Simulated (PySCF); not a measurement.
WO2FCl, SMILES [Cl][W](=[O])([F])=[O], multiplicity 1. Geometry optimised at B3LYP-D3(BJ)/def2-SVP. The spin state was assumed, not searched. The structure was generated by enumeration; whether it is a known compound was not checked. The def2 effective core potentials stand for the cores of W; spin–orbit coupling is left out.

Computed equilibrium geometry at B3LYP-D3(BJ)/def2-SVP (PySCF confirms it by a frequency run) as a Z-matrix, and its point group:
point group Cs.
```
W
O 1 1.7035
O 1 1.7035 2 106.19
F 1 1.8671 2 109.43 3 -118.01
Cl 1 2.2822 2 108.53 3 116.50
```
Charge 0, spin multiplicity 1.
